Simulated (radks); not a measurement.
Yb51+, configuration [Ar] 3d1.

Method: scalar-relativistic Kohn-Sham, PBEsol, spin-polarised, spherical densities, finite nucleus; open shells are filled with parallel spins first (spin-orbit coupling, left out, can overturn this in heavy ions); Fermi nuclear charge, rms radius 5.3108 fm; computed with a radial shooting solver on a logarithmic mesh with Libxc functionals.

Energy parts (hartree):
| part | energy |
|---|---|
| total | -11585.0854 |
| kinetic | 12817.1671 |
| electron-nucleus | -25716.6397 |
| Hartree | 1480.2678 |
| exchange-correlation | -165.8806 |

Orbitals (lengths in bohr, moments of r in powers of bohr; r(max) is where P^2 peaks; r(90%) holds 90 % of the orbital's charge):
| orbital | occ. | eigenvalue (hartree) | <r^4> | r(max) | r(90%) |
|---|---|---|---|---|---|
| 1s up | 1 | -2375.966 | 7.560e-07 | 0.01238 | 0.0357 |
| 1s down | 1 | -2375.962 | 7.560e-07 | 0.01238 | 0.0357 |
| 2s up | 1 | -504.8485 | 0.0001114 | 0.07036 | 0.128 |
| 2s down | 1 | -504.6363 | 0.0001113 | 0.07035 | 0.128 |
| 2p up | 3 | -460.4339 | 0.00008455 | 0.05733 | 0.119 |
| 2p down | 3 | -460.2678 | 0.00008442 | 0.05732 | 0.119 |
| 3s up | 1 | -193.3739 | 0.003228 | 0.1914 | 0.295 |
| 3s down | 1 | -193.1449 | 0.003235 | 0.1915 | 0.295 |
| 3p up | 3 | -180.0364 | 0.003195 | 0.1867 | 0.295 |
| 3p down | 3 | -179.7997 | 0.003203 | 0.1868 | 0.296 |
| 3d up | 1 | -166.7033 | 0.002145 | 0.1488 | 0.269 |
| 3d down | 0 | -166.3965 | 0.002153 | 0.1489 | 0.269 |
| 4s up | 0 | -100.3686 | 0.03803 | 0.3866 | 0.542 |
| 4s down | 0 | -100.2871 | 0.03812 | 0.3868 | 0.542 |
| 4p up | 0 | -94.99829 | 0.04027 | 0.3902 | 0.551 |
| 4p down | 0 | -94.91561 | 0.04038 | 0.3904 | 0.551 |

The highest occupied level is 3d up at -4536.2 eV. For comparison, the ionisation energy in NIST's Atomic Spectra Database is 4630 eV (theoretical). In exact Kohn-Sham theory the highest level is minus the ionisation energy, but local and semilocal functionals leave it too shallow, through self-interaction and a potential that decays too fast; potentials with the right tail come closer. Spin moment in Bohr magnetons: 1. The electron density at the nucleus is 1.083e+06 e/bohr^3 (large components only). Summed over all electrons, <r^2> = 0.4617 bohr^2, which gives a Langevin (diamagnetic) susceptibility term of -0.366 x 10^-6 cm^3/mol. The density falls to 0.001 e/bohr^3 at r = 0.62 bohr. The spin density at the nucleus is -14.70 e/bohr^3 (1s -2.69, 2s -45.70, 3s 33.69).
